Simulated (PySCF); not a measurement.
Gas-phase reaction: GaF + 2 Br2 ⇌ GaBr3 + BrF

Computed with PySCF and rigid-rotor harmonic-oscillator thermochemistry at 1 bar. † marks an energy on the PBE0/def2-TZVP geometry and frequencies. MP2 freezes the core. All species are closed-shell singlets. Br, Ga: all electrons, no relativistic terms. MP2 isn't extrapolated to the basis-set limit; its ΔH°(298 K) is -252.9 kJ in def2-SVP and -247.1 kJ in def2-TZVPP. The harmonic model lacks anharmonicity and excited electronic states, which grow with temperature; levels with a mode under 35 cm⁻¹ are left out. Soft modes under 120 cm⁻¹ make the harmonic entropy rough for GaBr3.

```tsv
level	ΔE electronic, kJ	ΔH°(298 K), kJ	ΔS°(298 K), J/K	ΔG°(2000 K), kJ
HF/def2-TZVP†	-225	-221	-129	21
MP2/def2-SVP†	-256	-253	-129	-10
LDA/def2-TZVP†	-217	-214	-129	29
ωB97M-V/def2-TZVP†	-204	-201	-129	41
ωB97X-V/def2-TZVP†	-221	-218	-129	25
```
ΔH° is lowest at MP2/def2-SVP† and highest at ωB97M-V/def2-TZVP†. No reference value is set beside these.
